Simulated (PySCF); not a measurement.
## `[SiH3]c1cc[p-]c1`, [C$_{4}$H$_{6}$PSi]-, charge -1

Molfile (atoms numbered from 1):
```
C4H6PSi
     RDKit          3D

 12 12  0  0  0  0  0  0  0  0999 V2000
   -1.9050    0.1771    0.0197 Si  0  0  0  0  0  4  0  0  0  0  0  0
   -0.0881   -0.1318    0.0171 C   0  0  0  0  0  0  0  0  0  0  0  0
    0.8985    0.8762   -0.0403 C   0  0  0  0  0  0  0  0  0  0  0  0
    2.1778    0.3837   -0.0554 C   0  0  0  0  0  0  0  0  0  0  0  0
    2.2311   -1.3665   -0.0033 P   0  0  0  0  0  0  0  0  0  0  0  0
    0.4977   -1.3965    0.0376 C   0  0  0  0  0  0  0  0  0  0  0  0
   -2.6696   -0.7852    0.8407 H   0  0  0  0  0  0  0  0  0  0  0  0
   -2.5603    0.1243   -1.3114 H   0  0  0  0  0  0  0  0  0  0  0  0
   -2.2517    1.5133    0.5489 H   0  0  0  0  0  0  0  0  0  0  0  0
    0.6616    1.9348   -0.0667 H   0  0  0  0  0  0  0  0  0  0  0  0
    3.0740    0.9903   -0.0920 H   0  0  0  0  0  0  0  0  0  0  0  0
   -0.0648   -2.3206    0.0791 H   0  0  0  0  0  0  0  0  0  0  0  0
  1  2  1  0
  2  3  1  0
  3  4  2  0
  4  5  1  0
  5  6  1  0
  6  2  2  0
  1  7  1  0
  1  8  1  0
  1  9  1  0
  3 10  1  0
  4 11  1  0
  6 12  1  0
M  CHG  1   5  -1
M  END
```

The calculation used GIAO PBE/aug-pcSseg-1 magnetisability, rotational g tensor and spin-rotation constants, non-relativistic, gas phase (PySCF 2.14.0). Geometry: GFN2-xTB.

For an ion the centre-of-mass motion in the field is neglected.

(1) Give the nuclear spin-rotation constants along the inertial axes (H = +C I·J) beside the isotropic shieldings.

(2) How do the rotational constants and the g tensor change when H7, H8, H9, H10, H11, H12 are replaced by deuterium?

## Answers

(1) Rotational constants 6.6549, 1.4390, 1.1986 GHz. A star marks the isotopologue with that one atom substituted, in its own axes.
```csv
atom,isotope,Caa (kHz),Cbb (kHz),Ccc (kHz),mean (kHz),σ (ppm)
P5,31P,14.034,3.091,1.663,6.263,202.3
H7,1H,-0.428,0.018,-0.040,-0.150,27.0
H8,1H,-0.371,-0.098,0.058,-0.137,26.5
H9,1H,-0.315,0.017,-0.058,-0.119,26.9
H10,1H,-0.287,0.132,-0.102,-0.086,24.5
H11,1H,0.114,0.056,-0.113,0.019,24.5
H12,1H,-0.455,0.191,-0.115,-0.127,24.2
Si1,29Si*,-3.196,-0.760,-0.710,-1.555,431.6
C2,13C*,2.775,0.448,0.155,1.126,78.4
C3,13C*,2.222,0.645,0.204,1.024,56.2
C4,13C*,2.798,0.576,0.189,1.188,50.1
C6,13C*,2.188,0.787,0.193,1.056,38.5
```
For the geometry as given, no vibrational averaging.

(2) Constants 5.3348, 1.3089, 1.0756 GHz; g -0.1158, -0.0441, -0.0030, against -0.1440, -0.0484, -0.0032 before.
